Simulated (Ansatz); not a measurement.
Calculated with Ansatz (gas phase, PBE0-D4/def2-TZVP geometries, no zero-point term in ΔE). CCSD(T)/CBS is the MP2 limit (def2-TZVPP, def2-QZVPP) plus CCSD(T) − MP2 in def2-TZVPP, frozen cores. This one scheme is used for every species, atoms too. Functionals use def2-TZVPP. B3LYP here is the variant with VWN-RPA as its local correlation; programs differ in this. HSE06 is defined as in plane-wave codes. Open shells (•) are unrestricted, without spin–orbit coupling. Spin–orbit coupling would lower the free atoms: a little for Al, C.

Consider the atomization: `C#[C][Al]([C]#C)[C]#C` → Al• + 6 C• + 3 H•.

```
             level  ΔE (kJ/mol)  difference from CCSD(T)/CBS
       LDA (SPW92)       5417.2                        689.9
         revPBE-D4       4753.8                         26.5
           BLYP-D4       4754.3                         27.0
         r2SCAN-D4       4748.9                         21.6
            B97M-V       4747.1                         19.8
           PBE0-D4       4764.6                         37.3
          B3LYP-D4       4721.6                         -5.7
        r2SCANh-D4       4703.5                        -23.8
        r2SCAN0-D4       4637.3                        -90.0
          HSE06-D4       4769.2                         41.9
      CAM-B3LYP-D4       4723.4                         -3.9
           ωB97X-V       4703.2                        -24.1
            B2PLYP       4712.2                        -15.1
               PBE       4874.9                        147.6
            revPBE       4694.7                        -32.6
              BLYP       4708.2                        -19.1
            r2SCAN       4743.3                         16.0
              PBE0       4746.0                         18.7
             B3LYP       4686.8                        -40.5
           r2SCANh       4697.4                        -29.9
           r2SCAN0       4630.6                        -96.7
             HSE06       4751.7                         24.4
             BHLYP       4509.2                       -218.1
         CAM-B3LYP       4704.2                        -23.1
           LC-ωPBE       4711.1                        -16.2
       HF/def2-SVP       3485.8                      -1241.5
      MP2/def2-SVP       4678.6                        -48.7
     CCSD/def2-SVP       4436.6                       -290.7
  CCSD(T)/def2-SVP       4519.7                       -207.6
     HF/def2-TZVPP       3429.4                      -1297.9
    MP2/def2-TZVPP       4787.3                         60.0
SCS-MP2/def2-TZVPP       4708.1                        -19.2
   CCSD/def2-TZVPP       4489.8                       -237.5
CCSD(T)/def2-TZVPP       4599.8                       -127.5
     HF/def2-QZVPP       3434.4                      -1292.9
    MP2/def2-QZVPP       4862.3                        135.0
SCS-MP2/def2-QZVPP       4792.3                         65.0
      HF/CBS(def2)       3435.2                      -1292.1
     MP2/CBS(def2)       4914.9                        187.6
    CCSD/CBS(def2)       4617.3                       -110.0
       CCSD(T)/CBS       4727.3                            0
```

Largest T1 diagnostic among the species: 0.018.

From r2SCAN to r2SCAN0 (25 % exact exchange), in def2-TZVPP and without D4, ΔE moves by −112.7 kJ/mol: exact exchange takes away binding that semilocal exchange gives to molecules. The D4 term adds +34.8 kJ/mol with B3LYP and +18.6 kJ/mol with PBE0; it sums over pairs of atoms, weighted by their polarisabilities, and B3LYP, whose exchange is more repulsive, gets the larger term. At CCSD(T), def2-SVP lies −207.6 kJ/mol from the extrapolated value and def2-TZVPP −127.6 kJ/mol: correlation converges slowly with the basis, and small sets miss more of it in the bonded molecule than in its fragments.

For atomizations the MP2-based limit and the directly extrapolated one differ by several kJ/mol either way, and by 10 to 25 for some Ge, Se and Sn compounds, so smaller differences from it don't rank the levels.
